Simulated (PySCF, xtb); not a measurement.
Ga(H)(Me)(NH2) (CH6GaN), SMILES [CH3][GaH][NH2].

GFN2-xTB (xtb) at its own geometry gives an orbital gap of 4.64 eV and a dipole moment of 1.31 D.

Geometry: B3LYP-D3(BJ)/def2-SVP. Other conformers were not sampled.

Question: What does B3LYP/def2-TZVPD run with PySCF give? (Estimate from the structure and the level; the computed values follow.)

Answer: gap 6.36 eV (levels -7.00 and -0.63 eV), dipole 0.69 D.
